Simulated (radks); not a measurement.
Values are calculated unless marked as measured or tabulated.
Ionisation of neutral argon, [Ar], to Ar+, [Ne] 3s2 3p5, under several functionals. Scalar-relativistic Kohn-Sham, spin-polarised, spherical densities, finite nucleus; open shells are filled with parallel spins first; a radial shooting solver on a logarithmic mesh with Libxc functionals.

PBEsol: E(Ar) (hartree) -528.48332; Exc (hartree) -30.04758; IE (eV) 15.756; -e(HOMO) (eV) 10.233; <r> HOMO (bohr) 1.664; IE error (eV) -0.003
revPBE: E(Ar) (hartree) -529.34173; Exc (hartree) -30.93324; IE (eV) 15.757; -e(HOMO) (eV) 10.230; <r> HOMO (bohr) 1.663; IE error (eV) -0.002
OLYP: E(Ar) (hartree) -529.46576; Exc (hartree) -31.08510; IE (eV) 15.752; -e(HOMO) (eV) 10.226; <r> HOMO (bohr) 1.660; IE error (eV) -0.008
HCTH/407: E(Ar) (hartree) -529.51758; Exc (hartree) -31.15245; IE (eV) 16.065; -e(HOMO) (eV) 10.560; <r> HOMO (bohr) 1.654; IE error (eV) +0.305
BLYP: E(Ar) (hartree) -529.43587; Exc (hartree) -31.02183; IE (eV) 15.661; -e(HOMO) (eV) 10.142; <r> HOMO (bohr) 1.669; IE error (eV) -0.098
LDA (Slater exchange, Perdew-Wang correlation): E(Ar) (hartree) -527.80851; Exc (hartree) -29.35019; IE (eV) 15.920; -e(HOMO) (eV) 10.385; <r> HOMO (bohr) 1.665; IE error (eV) +0.161
B86b exchange with PBE correlation: E(Ar) (hartree) -529.41320; Exc (hartree) -31.00486; IE (eV) 15.820; -e(HOMO) (eV) 10.292; <r> HOMO (bohr) 1.663; IE error (eV) +0.061

NIST Atomic Spectra Database: 15.760 eV (measured). Closest: revPBE. The Delta-SCF values span 0.40 eV, the total energies 1.71 hartree. The highest occupied level is 3p. Open shells are spherical and high-spin; term and fine-structure splittings are not resolved.
